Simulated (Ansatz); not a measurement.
```xyz
4

N    -0.0047    0.0139    0.5150
F     1.2402   -0.0272   -0.1564
F    -0.5929    1.0120   -0.0995
F    -0.5885   -1.0924   -0.0959
```

Basis set: def2-TZVP (spherical functions). Left uncorrelated: 4 orbitals. Charge 0, multiplicity 1.

Computed with Ansatz (development build ahead of 0.2.0); each method stands on the lowest determinant of its kind that the runs found. Restricted open shells among the atoms or ions are ROHF, correlated in semicanonical orbitals with singles.

(1) Give the atomization energy at this shape (free ground-state atoms in the same class of orbitals less the molecule, no zero-point energy) of singlet NF₃ by RHF-MP2, RHF.

Results:

(1)

```csv
method,atomization energy
RHF-MP2,859.6 kJ/mol
RHF,187.6 kJ/mol
```
